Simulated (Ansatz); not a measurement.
```yaml
crystal:
  periodic: [false, false, false]
  atoms:
    - {symbol: Hg, position_ang: [-0.021149, -0.024377, 0.012899]}
    - {symbol: I, position_ang: [-0.009397, -0.070571, 2.644039]}
    - {symbol: I, position_ang: [-0.012615, 0.032202, -2.611084]}
basis:
  gaussian: {orbitals: def2-mTZVPP}
hamiltonian: {xc: {name: CAM-B3LYP}, dispersion: d4}
scf: {lower_state_search: off}
output: {forces: true}
```

```sh
$ ansatz run in.yaml --threads 2 --pin off --events-out ev --progress --plain --max-ram 4352MiB
```

It prints (some lines left out):

```
Functional definition: CAM-B3LYP
1073 factors; integrals over basis functions are off by at most 2.1e-4 eV
287 factors; integrals over basis functions are off by at most 3.8e-5 eV
mean field evaluation 1: about -20373.6469 eV, gradient 2.2e1 eV
mean field evaluation 2: about -20373.4236 eV, gradient 2.7e1 eV
mean field evaluation 4: about -20375.0578 eV, gradient 1.1e0 eV
mean field evaluation 8: about -20375.1710 eV, gradient 1.3e-2 eV
mean field evaluation 16: about -20375.1710 eV, gradient 1.4e-5 eV
mean field -20375.17102917 eV, -748.7737245350 hartree, gradient 1.1e-6 eV, S^2 0.000000; 0 other end points of the search recorded, 0 dependent functions left out
reference -20375.17113566 eV, -748.7737284484 hartree; 35, 35 occupied and 73, 73 virtual orbitals, 1073 factors
Total energy: -20375.27415960 eV, -748.7775145086 hartree
Atom 0 at    -0.021149    -0.024377     0.012899 Å, force     0.011841     0.004738     0.070799 eV/Å
Atom 1 at    -0.009397    -0.070571     2.644039 Å, force    -0.006211     0.002746    -0.300339 eV/Å
Atom 2 at    -0.012615     0.032202    -2.611084 Å, force    -0.005630    -0.007483     0.229541 eV/Å
Dipole moment:    -0.003030    -0.001449    -0.006186 e Å
Checks for a lower state left out: stability, starts, cluster_reference, orbital_swaps, neighbouring_geometries, increment
```

Hardware: 2 threads of Intel Xeon Platinum 8259CL on a shared host. Wall time 3.9 s.

In the def2 sets Hg, I take a core potential; there is no spin–orbit coupling.
